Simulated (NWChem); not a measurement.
Species: C₃H₂F₂; SMILES C(=C(F)F)=C

```xyz
7

C      0.0000     0.0000     2.1785
C      0.0000     0.0000     0.8712
C      0.0000     0.0000    -0.4351
F      0.0000     1.0799    -1.1858
F      0.0000    -1.0799    -1.1858
H     -0.9346     0.0000     2.7536
H      0.9346     0.0000     2.7536
```
Atoms are numbered in this order, from 1.

Results from NWChem. The geometry was optimised at PBE0/def2-SVP. Level: PBE/def2-SVP with COSMO at NWChem's default radii, gas-phase geometry; the question gives the dielectric constant.

**Question.** Predict the results for dielectric constant 78.4. Quantities: electrostatic solvation energy (kcal/mol); dipole in solution (D).

**Answer.** 
* **electrostatic solvation energy (kcal/mol)**: -1.4
* **dipole in solution (D)**: 1.92
